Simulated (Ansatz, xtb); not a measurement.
# AlClFH4NSi: which of two isomers lies lower

Structure X is `F[SiH2][NH][AlH][Cl]`, a singlet and structure Y is `[F][Al]([Cl])[NH][SiH3]`, a singlet. Both are isolated molecules in the gas phase, relaxed with PBE0-D3(BJ)/def2-SVP; the shapes shown needn't be the lowest conformers.

X (Å):

```yaml
atoms:
  - { symbol: Al, position_ang: [0.6167, 1.1333, 1.7274] }
  - { symbol: Cl, position_ang: [0.4359, 2.9824, 2.7099] }
  - { symbol: F, position_ang: [-0.2496, -0.3745, -1.9798] }
  - { symbol: N, position_ang: [-0.6459, 0.7310, 0.5298] }
  - { symbol: Si, position_ang: [-0.7744, -0.6677, -0.4675] }
  - { symbol: H, position_ang: [-2.1909, -1.0994, -0.6038] }
  - { symbol: H, position_ang: [1.7948, 0.1460, 2.0486] }
  - { symbol: H, position_ang: [-1.3672, 1.4346, 0.3753] }
  - { symbol: H, position_ang: [0.1002, -1.7238, 0.1063] }
```

Y (Å):

| atom | x (Å) | y (Å) | z (Å) |
| --- | --- | --- | --- |
| Al | 0.6865 | 0.1600 | 1.0123 |
| Cl | 2.3848 | 0.8673 | 1.9926 |
| F | 0.0329 | -1.2829 | 1.4923 |
| N | -0.0360 | 1.0873 | -0.3046 |
| Si | -1.4381 | 0.7305 | -1.2838 |
| H | 0.4316 | 1.9630 | -0.5326 |
| H | -2.4895 | 1.7868 | -1.1509 |
| H | -1.9831 | -0.5736 | -0.8093 |
| H | -1.0878 | 0.6246 | -2.7346 |

Q: Estimate E(Y) − E(X) at the level CCSD(T)/def2-SVP + ΔMP2/def2-TZVPP.

A: Calculated at CCSD(T)/def2-SVP + ΔMP2/def2-TZVPP: E(Y) − E(X) = −6.2 kcal/mol, so structure Y lies lower.

How the difference moves with the method:

```tsv
level	geometry	E(Y) − E(X) (kcal/mol)	departure from the last row (kcal/mol)	job, with rough time for the two
GFN2-xTB	GFN2-xTB	−5.7	+0.6	optimisation, 0.83 s
HF/STO-3G	GFN2-xTB	−16.7	−10.4	single point, 0.5 s
r2SCAN-D4/def2-SVP	GFN2-xTB	−11.9	−5.7	single point, 3.5 s
PBE0-D3(BJ)/def2-SVP	PBE0-D3(BJ)/def2-SVP	−7.6	−1.3	optimisation, 72 s
HF/def2-SVP	PBE0-D3(BJ)/def2-SVP	−7.5	−1.3	part of the CCSD(T) run
MP2/def2-SVP	PBE0-D3(BJ)/def2-SVP	−9.0	−2.7	part of the CCSD(T) run
CCSD(T)/def2-SVP	PBE0-D3(BJ)/def2-SVP	−8.8	−2.6	single point
CCSD(T)/def2-SVP + ΔMP2/def2-TZVPP	PBE0-D3(BJ)/def2-SVP	−6.2		single point, 24 s
```

As drawn, Y has 1 Al–F, 1 Si–H in place of 1 F–Si, 1 Al–H.

None of the levels shown reverses the order. The largest departure from CCSD(T)/def2-SVP + ΔMP2/def2-TZVPP is that of HF/STO-3G, 10.4 kcal/mol. The last row adds to CCSD(T) the change of the MP2 difference between the two basis sets, here +2.6 kcal/mol.

With harmonic frequencies from PBE0-D3(BJ)/def2-SVP (ideal gas, rigid rotor, one conformer each, 298.15 K, 1 atm): on the last row, ΔE + ΔZPE = −6.1, ΔH = −5.9, ΔG = −6.2 kcal/mol.

The correlated steps freeze 17 core orbitals. Mirror images aren't counted in ΔG. Programs: Ansatz 0.2.0, xtb 6.7.1; the last row on 2 threads of Intel(R) Xeon(R) Platinum 8259CL CPU @ 2.50GHz (Skylake/Cascade Lake) on a shared host.
